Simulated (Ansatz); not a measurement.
Cost and result up the ladder for ZrSi₄O₄H₁₂ (relaxed from a model of Zr(OSiH3)4, whose bonding it doesn't keep) (21 atoms). Charge 0, multiplicity 1. Geometry: PBE0-D4/def2-SVP.

```xyz
21

Zr   -0.0001   -0.0001    0.0002
O     0.0937   -1.9034    0.3835
Si    0.1678   -3.5272    0.7221
H    -0.6529   -4.2905   -0.2655
H    -0.3598   -3.7839    2.0956
H     1.5844   -3.9978    0.6480
O     0.0348    0.2759   -1.9235
Si    0.0786    0.5103   -3.5667
H    -0.7045   -0.5612   -4.2541
H     1.4916    0.4662   -4.0484
H    -0.5103    1.8403   -3.9067
O     1.5198    0.8998    0.8116
Si    2.8166    1.6793    1.4955
H     2.5386    1.9601    2.9369
H     3.0644    2.9705    0.7868
H     4.0371    0.8245    1.3907
O    -1.6486    0.7273    0.7294
Si   -3.0630    1.3375    1.3491
H    -2.9051    1.6026    2.8107
H    -4.1702    0.3554    1.1490
H    -3.4126    2.6145    0.6558
```

Ansatz on 4 threads of Arm Neoverse V2 on a shared host. Times are rough, and most runs start from the orbitals of an earlier one. ωB97X-V/def2-TZVP serves as the yardstick here, not as an exact answer. Differences are given only for rows in sets of like size (and for xTB, whose basis is part of the method), since another set adds its own error. Binding counts from free atoms at the same level (Zr triplet, O triplet, Si triplet, H doublet; other spins of the atoms weren't run), without zero-point energy or a counterpoise term.

In the def2 sets Zr takes a core potential; there is no spin–orbit coupling. Correlated methods freeze 24 core orbitals; core or outer-core shells of Zr are correlated, in sets that lack core-valence functions. The rows differ in basis, and correlated rows in double-zeta sets carry the largest basis error.

Correlated methods converge slowly with the basis, most of all in double-zeta sets.

```json
{"level": "MP2/def2-SVP", "functions": "219", "wall time": "6 s"}
{"level": "PBE0-D4/def2-SVP", "functions": "219", "wall time": "7 s"}
{"level": "HF/def2-TZVP", "functions": "384", "wall time": "13 s"}
{"level": "PBE0-D4/def2-TZVP (with forces)", "functions": "384", "wall time": "27 s"}
{"level": "ωB97X-V/def2-TZVP", "functions": "384", "wall time": "38 s"}
```

Task: Estimate what each level gives for the binding energy per atom (eV).

Result: 
```csv
level,binding energy per atom (eV),difference from ωB97X-V/def2-TZVP (eV)
MP2/def2-SVP,3.72,–
PBE0-D4/def2-SVP,3.82,–
HF/def2-TZVP,2.91,-1.01
PBE0-D4/def2-TZVP (with forces),3.82,-0.10
ωB97X-V/def2-TZVP,3.92,0.00
```
